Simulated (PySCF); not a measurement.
Gas-phase reaction: TeO2 + 2 H = H2Te + O2

Energies from PySCF, thermal terms from the rigid-rotor harmonic-oscillator model, ideal gas at 1 bar. † marks an energy on the PBE0/def2-TZVP geometry and frequencies; other levels use their own. MP2 and CCSD(T) freeze the core. Open shells (unrestricted): H (multiplicity 2), O2 (multiplicity 3); the rest are closed-shell singlets. B3LYP is the form with VWN-RPA correlation. Te: scalar-relativistic def2 core potential, no spin-orbit coupling. MP2 isn't extrapolated to the basis-set limit; its ΔH°(298 K) is -334.1 kJ in def2-SVP and -228.1 kJ in def2-TZVPP. CCSD(T) isn't extrapolated to the basis-set limit; its ΔH°(298 K) is -410.3 kJ in def2-SVP and -306.5 kJ in def2-TZVPP. The harmonic model lacks anharmonicity and excited electronic states, which grow with temperature; levels with a mode under 35 cm⁻¹ are left out. Warning, large T1 diagnostic: TeO2 (CCSD(T)/def2-TZVPP†).

```
level                ΔE electronic, kJ  ΔH°(298 K), kJ  ΔS°(298 K), J/K  ΔG°(1800 K), kJ
-------------------  -----------------  --------------  ---------------  ---------------
B3LYP/def2-TZVP†                  -358            -334              -68             -177
CCSD(T)/def2-TZVPP†               -330            -307              -68             -150
M06-2X/def2-TZVP†                 -368            -344              -68             -187
MP2/def2-TZVPP†                   -252            -228              -68              -71
PBE0/def2-QZVP†                   -348            -324              -68             -167
PBE0/def2-SVP†                    -466            -442              -68             -285
PBE0/def2-TZVP                    -361            -337              -68             -180
r2SCAN/def2-TZVP†                 -335            -312              -68             -155
ωB97X-V/def2-TZVP†                -376            -352              -68             -196
```
ΔH° is lowest at PBE0/def2-SVP† and highest at MP2/def2-TZVPP†. No reference value is set beside these.
